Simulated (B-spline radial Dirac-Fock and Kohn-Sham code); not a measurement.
## Dipole and non-dipole photoemission parameters of Br²⁺ 3p3/2

System: Br²⁺, configuration [Ar] 3d10 4s2 4p3; threshold 209.8 eV (orbital energy of the model). Calculated with a radial B-spline solver, using Dirac-Hartree-Slater photoionisation with a Latter tail; cross sections with all multipoles, angular parameters from the dipole term and its interference with E2.

```tsv
hν (eV)	σ (kb)	β	γ	δ
289	476	0.775	0.160	0.054
290	475	0.784	0.162	0.053
313	465	0.960	0.197	0.040
583	252	1.537	0.010	0.001
587	250	1.539	0.009	0.001
790	156	1.610	-0.025	0.002
800	153	1.612	-0.024	0.002
824	145	1.615	-0.023	0.002
1100	84.8	1.629	0.034	0.004
1430	49.1	1.613	0.139	0.008
1880	26.5	1.574	0.291	0.013
2350	15.5	1.528	0.438	0.019
3870	4.19	1.383	0.812	0.041
4130	3.50	1.361	0.863	0.046
4280	3.17	1.348	0.891	0.048
5220	1.80	1.273	1.046	0.064
6430	0.979	1.187	1.205	0.086
8047.8	0.496	1.088	1.370	0.114
8090	0.488	1.086	1.374	0.115
9251.7	0.322	1.024	1.469	0.136
10200	0.237	0.978	1.535	0.152
12000	?	?	?	?
12100	0.137	0.896	1.645	0.185
```

Problem. Give the values at 12000 eV.

Solution. σ = 0.141 kb, β = 0.900, γ = 1.640, δ = 0.183.
